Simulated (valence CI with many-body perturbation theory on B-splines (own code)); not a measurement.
## Questions on W³⁺

Computed by valence CI with perturbative core correlation (CI+MBPT): three valence electrons over a frozen Dirac-Fock core [Xe] 4f14, a basis of 7 s, 7 p, 8 d, 6 f, 4 g, 1 h functions for each j, with the one-electron correlation potential Σ1 (screened to all orders), the two-electron term Σ2, the three-electron term Σ3, Breit, model QED; selected single and double excitations, second order for the rest (own B-spline code, finite nucleus).

Set against measurement, 30 paired levels are off by 992 cm⁻¹ on average, the worst by 1986. These come from a selection out of J. Phys. B 45, 035001 (2012). Levels without a partner in it may be off by more, other configurations by 1,000 to 8,000 cm⁻¹. Only levels of the ground parity were solved; by the run's estimate the other parity begins above the list, which can be wrong where configurations are misplaced. 2 measured levels below the end of the list, from 46088 cm⁻¹ on, found no clear computed partner.

Names give the largest LS component (configuration and term), which can be under half, so a name can repeat, a term be missing and a line seem to break the LS rules; names also repeat where a configuration has a term twice.

Rates and lifetimes use the calculated energies. Strong lines usually hold to 10 to 20 %, long lifetimes can be off by a factor of two.

**Question.** What is the ground level?

**Answer.** 5d³ ⁴F_3/2, composition 88 % 5d³ ⁴F + 10 % 5d³ ²D, g = 0.453.

**Question.** How well does LS coupling describe the low levels?

**Answer.** Among the lowest 20 levels the leading LS term, summed over configurations, holds 78 % on average. For single configurations the figures are 76 % in LS and 72 % in jj coupling. Terms mix most in the J = 3/2 level at 10772 cm⁻¹, where the leading one holds 42 %.

**Question.** How is the term ⁴F of the ground level split?

**Answer.** J = 3/2 at 0.0, J = 5/2 at 3443, J = 7/2 at 6657, J = 9/2 at 9254 cm⁻¹.

**Question.** What is the ionisation energy?

**Answer.** 37.918 eV; NIST lists 38.2 ± 0.4 eV (semi-empirical).
